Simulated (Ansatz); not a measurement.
Start from `OC[SiH](S)Cl` and change one atom or group to get `N[SiH](S)Cl`.

Ansatz, PBE0-D4/def2-TZVP geometries, multiplicity 1. Each molecule was computed in one conformer, which needn't be the lowest.

| property | `OC[SiH](S)Cl` |
| --- | --- |
| LUMO energy (PBE/def2-TZVPP) / eV | -0.82 |
| HOMO–LUMO gap (B3LYP/def2-TZVPP) / eV | 7.16 |
| LUMO energy (B3LYP/def2-TZVPP) / eV | -0.20 |
| LUMO energy (ωB97M-V/def2-TZVPP) / eV | 1.75 |
| HOMO–LUMO gap (ωB97M-V/def2-TZVPP) / eV | 11.57 |
| HOMO energy (PBE0/def2-TZVPP) / eV | -7.62 |

**Question.** Give the same properties after the change, and the shifts. (Best estimate.)

**Answer.** Ansatz gave: 
```tsv
property	`N[SiH](S)Cl`	shift
LUMO energy (PBE/def2-TZVPP) / eV	-0.84	-0.02
HOMO–LUMO gap (B3LYP/def2-TZVPP) / eV	7.29	0.13
LUMO energy (B3LYP/def2-TZVPP) / eV	-0.15	0.05
LUMO energy (ωB97M-V/def2-TZVPP) / eV	1.88	0.13
HOMO–LUMO gap (ωB97M-V/def2-TZVPP) / eV	11.79	0.22
HOMO energy (PBE0/def2-TZVPP) / eV	-7.71	-0.09
```

B3LYP here is the variant with VWN-RPA as its local correlation; programs differ in this.
